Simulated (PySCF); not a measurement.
water (H2O), SMILES O.

Coordinates come from a PBE0-D3(BJ)/def2-TZVPD optimisation.

All values below come from PBE/def2-TZVPD in PySCF.

The molecule is in vacuum.

The total energy is -76.38107 hartree and the point group is C2v. The highest occupied level comes out as -7.23 eV and the lowest empty level comes out as -0.63 eV. The orbital gap is 6.60 eV, the dipole moment is 1.79 D and the quadrupole, principal values (traceless, Buckingham form, about the centre of nuclear charge) comes out as -2.41, -0.29, 2.71 D·Å. The mean static polarisability is 10.3 bohr³ (1.53 Å³) and the polarisability, principal values is 10.2, 10.3, 10.5 bohr³.
